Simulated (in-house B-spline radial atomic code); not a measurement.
Radial electron density of In V (In4+), [Kr] 4d9. Level of theory: Dirac-Kohn-Sham wB97X, spherical fractional occupations, Fermi nucleus of rms radius 4.6156 fm; calculated with an all-electron radial atomic-structure program (B-spline basis).

Caution: exact exchange at fractional occupations of open shells leaves self-interaction of up to several eV.

Columns: r (bohr), 4πr²n(r) (electrons per bohr), bar.

```
 0.00108    1.676 #
 0.00131     2.35 #
  0.0016    3.319 ##
 0.00194      4.6 ###
 0.00236    6.366 ###
 0.00287    8.727 #####
 0.00348    11.78 ######
 0.00423    15.76 #########
 0.00514    20.75 ###########
 0.00625    26.82 ###############
  0.0076    33.87 ###################
 0.00923    41.55 #######################
  0.0112    49.29 ###########################
  0.0136    56.27 ###############################
  0.0166     61.5 ##################################
  0.0201    63.73 ###################################
  0.0245    62.79 ###################################
  0.0297    59.47 #################################
  0.0361    55.89 ###############################
  0.0439    55.15 ##############################
  0.0534    59.57 #################################
  0.0648    68.41 ######################################
  0.0788    77.38 ###########################################
  0.0958    80.04 ############################################
   0.116    73.58 ########################################
   0.141    62.03 ##################################
   0.172    54.99 ##############################
   0.209    58.13 ################################
   0.254     64.8 ####################################
   0.308    62.62 ##################################
   0.375    47.24 ##########################
   0.455    28.96 ################
   0.553    19.55 ###########
   0.673    20.06 ###########
   0.817    21.82 ############
   0.993    18.82 ##########
    1.21    12.22 #######
    1.47     6.22 ###
    1.78    2.536 #
    2.17   0.7444 
    2.63   0.1658 
     3.2  0.02501 
    3.89 0.002195
```

On this grid the curve has 4 maxima, near 0.0201, 0.0958, 0.254, 0.817 bohr.

The 4p1/2 radial function P(r) = rR(r), positive near the nucleus, with its small component Q(r) (sign convention: Q ≈ (P' + κP/r)/2c):

```
r (bohr)         P           Q
0.000732  0.001524    0.006002
 0.00108  0.002457     0.00853
  0.0016  0.004099      0.0121
 0.00236   0.00701     0.01695
 0.00348   0.01232     0.02345
 0.00514   0.02218     0.03189
  0.0076   0.04042     0.04222
  0.0112   0.07291     0.05349
  0.0166    0.1293     0.06371
  0.0245    0.2163     0.06835
  0.0361    0.3287     0.06161
  0.0534    0.4255     0.03851
  0.0788    0.3991    0.002291
   0.116    0.1222    -0.02998
   0.172   -0.3799    -0.03492
   0.254   -0.6651   -0.008294
   0.375   -0.2027     0.01937
   0.553    0.7667     0.02003
   0.817     1.215    0.004749
    1.21    0.7812   -0.002554
    1.78    0.2412   -0.001528
    2.63   0.02911  -0.0002319
```
